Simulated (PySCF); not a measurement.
Geometry:
| atom | x (Å) | y (Å) | z (Å) |
| --- | --- | --- | --- |
| C1 | 2.843 | -0.722 | -0.677 |
| C2 | 2.870 | 0.380 | 0.364 |
| O3 | 1.596 | 0.889 | 0.629 |
| Al4 | 0.119 | 0.197 | 1.082 |
| O5 | 0.053 | -1.436 | 1.525 |
| C6 | -0.974 | -2.335 | 1.825 |
| C7 | -2.031 | -2.387 | 0.740 |
| O8 | -1.288 | 1.136 | 1.084 |
| C9 | -1.615 | 2.430 | 0.669 |
| C10 | -1.169 | 2.711 | -0.753 |
| H11 | 2.228 | -1.567 | -0.326 |
| H12 | 2.414 | -0.348 | -1.621 |
| H13 | 3.856 | -1.098 | -0.889 |
| H14 | 3.337 | -0.003 | 1.293 |
| H15 | 3.509 | 1.211 | 0.014 |
| H16 | -0.527 | -3.337 | 1.960 |
| H17 | -1.448 | -2.073 | 2.790 |
| H18 | -2.498 | -1.398 | 0.609 |
| H19 | -2.822 | -3.112 | 0.988 |
| H20 | -1.582 | -2.688 | -0.220 |
| H21 | -1.166 | 3.178 | 1.350 |
| H22 | -2.710 | 2.553 | 0.750 |
| H23 | -1.638 | 2.000 | -1.451 |
| H24 | -0.075 | 2.610 | -0.839 |
| H25 | -1.446 | 3.730 | -1.064 |

Geometry: PBE0-D3(BJ)/def2-SVP; GIAO absolute shieldings from PySCF 2.14.0 with density-fitted response routines, gas phase, non-relativistic, averaged over equivalent atoms.

At PBE0/pcSseg-1 (252 basis functions, 61 s wall time on 1 thread of an Arm Neoverse V1, shared host):
```
                              atoms  σ (ppm)
                           C2/C6/C9    122.5
                          C1/C7/C10    161.7
                           O3/O5/O8    287.4
                                Al4    486.1
            H14/H15/H16/H17/H21/H22    27.44
H11/H12/H13/H18/H19/H20/H23/H24/H25    30.06
```

Problem. Predict the values at mPW1PW91/pcSseg-1 on the same geometry.

Solution. 
| atoms | σ at mPW1PW91/pcSseg-1 | change |
| --- | --- | --- |
| C2/C6/C9 | 121.7 | -0.8 |
| C1/C7/C10 | 160.8 | -0.9 |
| O3/O5/O8 | 287.9 | +0.5 |
| Al4 | 486.7 | +0.6 |
| H14/H15/H16/H17/H21/H22 | 27.51 | +0.07 |
| H11/H12/H13/H18/H19/H20/H23/H24/H25 | 30.11 | +0.05 |

The largest change is at C1/C7/C10 (methyl carbon). Cost: 252 basis functions, 58 s wall time on 1 thread of an Arm Neoverse V1, shared host.
